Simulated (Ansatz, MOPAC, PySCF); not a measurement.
Potential energy curve for BeH (cation, charge +1), singlet.

Methods: AM1, restricted, heats of formation (MOPAC); RHF/STO-3G = restricted Hartree-Fock/STO-3G (PySCF); UKS-B3LYP/LANL2DZ = unrestricted B3LYP/LANL2DZ (PySCF 2.14.0); FCI = full CI/cc-pVQZ, frozen core (Ansatz, a first-principles code).

Energies relative to the lowest point of each curve near equilibrium, in mEh; the last columns give the difference from FCI:

```
R / Å    AM1  RHF/STO-3G  UKS-B3LYP/LANL2DZ    FCI  AM1 − FCI  RHF/STO-3G − FCI  UKS-B3LYP/LANL2DZ − FCI
-----  -----  ----------  -----------------  -----  ---------  ----------------  -----------------------
1.08    23.0        31.3               27.7   24.0       -1.0               7.3                      3.7
1.14    15.4        16.3               14.7   12.0        3.4               4.3                      2.7
1.21     8.8         5.6                5.5    3.8        4.9               1.8                      1.6
1.24     6.5         2.9                3.1    1.9        4.7               1.0                      1.2
1.31     2.7         0.0                0.2    0.0        2.7               0.0                      0.2
1.33     1.9         0.0                0.0    0.1        1.9              -0.1                     -0.1
1.38     0.6         1.2                0.5    1.2       -0.6               0.0                     -0.7
1.43     0.0         3.9                2.1    3.4       -3.3               0.5                     -1.2
1.44     0.0         4.6                2.6    3.9       -3.9               0.7                     -1.3
1.52     0.7        11.9                7.4    9.4       -8.6               2.5                     -2.0
1.66     5.5        29.7               19.2   21.8      -16.3               7.8                     -2.6
1.77    11.7        46.4               30.2   32.7      -21.0              13.6                     -2.5
2.00    29.2        84.1               54.2   55.1      -25.9              29.0                     -0.9
2.19    46.3       114.6               70.2   71.1      -24.8              43.5                     -0.9
2.42    67.5       147.8               83.4   86.3      -18.9              61.5                     -2.9
2.67    88.6       178.0               92.4   98.0       -9.4              80.0                     -5.6
2.87   103.4       197.6               97.1  104.3       -0.9              93.3                     -7.2
3.27   126.9       226.2              103.1  111.4       15.5             114.8                     -8.3
3.62   141.6       242.1              106.1  114.1       27.5             128.0                     -7.9
4.06   154.1       253.9              108.2  115.4       38.7             138.5                     -7.2
4.72   164.9       262.3              109.4  116.0       48.9             146.3                     -6.6
5.31   170.0       265.5              109.4  116.2       53.8             149.3                     -6.8
```

AM1 is furthest from FCI at 5.31 (53.8 mEh, above); its mean absolute difference over the points is 15.3 mEh.

RHF/STO-3G is furthest from FCI at 5.31 (149.3 mEh, above); its mean absolute difference over the points is 46.5 mEh.

UKS-B3LYP/LANL2DZ is furthest from FCI at 3.27 (-8.3 mEh, below); its mean absolute difference over the points is 3.4 mEh.

The restricted form behind AM1, RHF/STO-3G keeps the bonding electrons paired and can't separate into open-shell fragments. The unrestricted determinant behind UKS-B3LYP/LANL2DZ is spin-contaminated at 2.00 to 5.31 Å (<S²> up to 0.9, against 0.00 for a pure singlet).
